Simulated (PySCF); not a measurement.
diarsenic (As₂), SMILES [As]#[As].

Geometry: PBE-D3(BJ)/def2-TZVP.

Calculation: TDDFT-ωB97X/def2-TZVPD (PySCF 2.14.0).

Vertical excitations; the highest root listed may be one member of a degenerate set. The molecule is in vacuum. State labels are in the subgroup D2h.

```
state  symmetry  energy (eV)  λ (nm)      f                                              main pairs
-----  --------  -----------  ------  -----  ------------------------------------------------------
S1           Au         2.50     496  0.000                      HOMO−1→LUMO 51 %, HOMO→LUMO+1 51 %
S2           Au         3.01     413  0.000               HOMO→LUMO+1, HOMO−1→LUMO (degenerate set)
S3          B1u         3.01     413  0.000               HOMO−1→LUMO+1, HOMO→LUMO (degenerate set)
S4          B3g         3.60     345  0.000                          HOMO−2→LUMO+1 (degenerate set)
S5          B2g         3.60     345  0.000                            HOMO−2→LUMO (degenerate set)
S6          B1u         5.32     233  0.222  HOMO→LUMO 44 %, HOMO−1→LUMO+1 44 %, HOMO−2→LUMO+2 11 %
S7          B3g         6.88     180  0.000                          HOMO−1→LUMO+2 (degenerate set)
S8          B2g         6.88     180  0.000                            HOMO→LUMO+2 (degenerate set)
S9          B2u         7.05     176  0.216                          HOMO−1→LUMO+3 (degenerate set)
S10         B3u         7.05     176  0.216                            HOMO→LUMO+3 (degenerate set)
T1          B1u         1.94     640      0                      HOMO→LUMO 49 %, HOMO−1→LUMO+1 49 %
T2           Au         2.24     553      0               HOMO→LUMO+1, HOMO−1→LUMO (degenerate set)
T3          B1u         2.24     553      0               HOMO−1→LUMO+1, HOMO→LUMO (degenerate set)
T4           Au         2.64     470      0                      HOMO−1→LUMO 50 %, HOMO→LUMO+1 50 %
```
Triplets are in the Tamm–Dancoff approximation, which puts them higher than full response would, so one can lie above its singlet here.
